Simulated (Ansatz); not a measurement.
Ansatz (an electronic-structure program) input (B3LYP/6-31G*):

Ansatz 0.2 input:
```yaml
crystal:
  periodic: [false, false, false]
  atoms:
    - {symbol: C, position_ang: [2.52073900, -0.61291000, -0.30646900]}
    - {symbol: C, position_ang: [1.27512500, -0.92863400, 0.02718300]}
    - {symbol: C, position_ang: [0.35780200, -0.07320900, 0.84939200]}
    - {symbol: B, position_ang: [-0.93760900, 0.37333100, 0.06476200]}
    - {symbol: O, position_ang: [-1.64400400, -0.58742500, -0.61261700]}
    - {symbol: O, position_ang: [-1.30175000, 1.69344100, 0.11018300]}
    - {symbol: H, position_ang: [3.12578500, -1.26855700, -0.91947600]}
    - {symbol: H, position_ang: [2.97971800, 0.31277200, 0.02291400]}
    - {symbol: H, position_ang: [0.85448700, -1.86392100, -0.33054500]}
    - {symbol: H, position_ang: [0.88585000, 0.80202800, 1.23145300]}
    - {symbol: H, position_ang: [0.01799100, -0.64854300, 1.72173300]}
    - {symbol: H, position_ang: [-2.42653100, -0.28915200, -1.08610000]}
    - {symbol: H, position_ang: [-2.10522500, 1.92910200, -0.36495000]}
basis:
  gaussian:
    orbitals: 6-31G*
hamiltonian:
  xc: {name: B3LYP}
relax: {f_tol: 0.003, max_steps: 120}
```

From the output:

```
mean field -7997.66792793 eV, -293.9088753376 hartree, gradient 1.1e-5 eV, S^2 0.000000; 0 other end points of the search recorded, 0 dependent functions left out
the calculation of the forces begins
reference -7997.66814211 eV, -293.9088832084 hartree; 23, 23 occupied and 81, 81 virtual orbitals, 1170 factors
relax step  15: F+E_penalty+E_count = -7997.66792793 eV  Δ(F+E_penalty+E_count) = -5.666e-6 eV  max|allowed force component| = 7.882e-3 eV/Å  Δτ_max = 0.0052 Å  (23 SCF iters, accepted)
these checks for a lower state are left out or cut short: starts, cluster_reference, orbital_swaps, neighbouring_geometries, increment
integrals: 0.06 GiB planned
1170 factors; integrals over basis functions are off by at most 3.5e-4 eV
mean field: 0.44 GiB planned
mean field -7997.66793397 eV, -293.9088755593 hartree, gradient 7.5e-5 eV, S^2 0.000000; 0 other end points of the search recorded, 0 dependent functions left out
the calculation of the forces begins
reference -7997.66814816 eV, -293.9088834307 hartree; 23, 23 occupied and 81, 81 virtual orbitals, 1170 factors
relax step  16: F+E_penalty+E_count = -7997.66793397 eV  Δ(F+E_penalty+E_count) = -6.035e-6 eV  max|allowed force component| = 4.647e-3 eV/Å  Δτ_max = 0.0019 Å  (19 SCF iters, accepted)
these checks for a lower state are left out or cut short: starts, cluster_reference, orbital_swaps, neighbouring_geometries, increment
integrals: 0.06 GiB planned
1170 factors; integrals over basis functions are off by at most 3.5e-4 eV
mean field: 0.44 GiB planned
mean field -7997.66793513 eV, -293.9088756022 hartree, gradient 4.3e-5 eV, S^2 0.000000; 0 other end points of the search recorded, 0 dependent functions left out
the calculation of the forces begins
reference -7997.66814930 eV, -293.9088834728 hartree; 23, 23 occupied and 81, 81 virtual orbitals, 1170 factors
relax step  17: F+E_penalty+E_count = -7997.66793513 eV  Δ(F+E_penalty+E_count) = -1.165e-6 eV  max|allowed force component| = 3.180e-3 eV/Å  Δτ_max = 0.0018 Å  (19 SCF iters, accepted)
these checks for a lower state are left out or cut short: starts, cluster_reference, orbital_swaps, neighbouring_geometries, increment
integrals: 0.06 GiB planned
1170 factors; integrals over basis functions are off by at most 3.5e-4 eV
mean field: 0.44 GiB planned
mean field -7997.66793559 eV, -293.9088756189 hartree, gradient 3.7e-5 eV, S^2 0.000000; 0 other end points of the search recorded, 0 dependent functions left out
the calculation of the forces begins
reference -7997.66814974 eV, -293.9088834889 hartree; 23, 23 occupied and 81, 81 virtual orbitals, 1170 factors
relax step  18: F+E_penalty+E_count = -7997.66793559 eV  Δ(F+E_penalty+E_count) = -4.548e-7 eV  max|allowed force component| = 1.690e-3 eV/Å  Δτ_max = 0.0016 Å  (19 SCF iters, accepted)
integrals: 0.06 GiB planned
1170 factors; integrals over basis functions are off by at most 3.5e-4 eV
mean field: 0.44 GiB planned
mean field evaluation 128: about -7997.6679 eV, gradient 2.2e-5 eV
mean field -7997.66793559 eV, -293.9088756189 hartree, gradient 3.7e-5 eV, S^2 0.000000; 1 other end points of the search recorded, 0 dependent functions left out
the calculation of the forces begins
reference -7997.66814974 eV, -293.9088834889 hartree; 23, 23 occupied and 81, 81 virtual orbitals, 1170 factors
Total energy: -7997.66814974 eV, -293.9088834889 hartree
Atom 0 at     2.526561    -0.594446    -0.309886 Å, force     0.000540    -0.000176    -0.000418 eV/Å
Atom 1 at     1.276805    -0.924979     0.020552 Å, force    -0.000740     0.000404     0.001033 eV/Å
Atom 2 at     0.347830    -0.092364     0.866371 Å, force    -0.000039    -0.000326    -0.001123 eV/Å
Atom 3 at    -0.944072     0.368165     0.072446 Å, force     0.001289     0.001690     0.000730 eV/Å
Atom 4 at    -1.690254    -0.600465    -0.555270 Å, force    -0.001382    -0.000019    -0.000754 eV/Å
Atom 5 at    -1.258181     1.704303     0.055693 Å, force    -0.000226    -0.000538    -0.000188 eV/Å
Atom 6 at     3.138831    -1.234294    -0.940096 Å, force    -0.000031     0.000184     0.000003 eV/Å
Atom 7 at     2.986243     0.328749     0.038278 Å, force    -0.000382    -0.000114     0.000218 eV/Å
Atom 8 at     0.858926    -1.858139    -0.358364 Å, force    -0.000014     0.000136    -0.000091 eV/Å
Atom 9 at     0.872189     0.780518     1.270661 Å, force    -0.000210    -0.000056    -0.000157 eV/Å
Atom 10 at     0.009107    -0.692219     1.727189 Å, force     0.000168    -0.000113     0.000207 eV/Å
Atom 11 at    -2.461727    -0.269979    -1.037960 Å, force     0.000472    -0.000769     0.000220 eV/Å
Atom 12 at    -2.059879     1.923473    -0.442152 Å, force     0.000556    -0.000301     0.000321 eV/Å
Dipole moment:    -0.554454     0.159397    -0.234235 e Å
```

The geometry given is a B3LYP-D3(BJ)/def2-TZVP minimum.
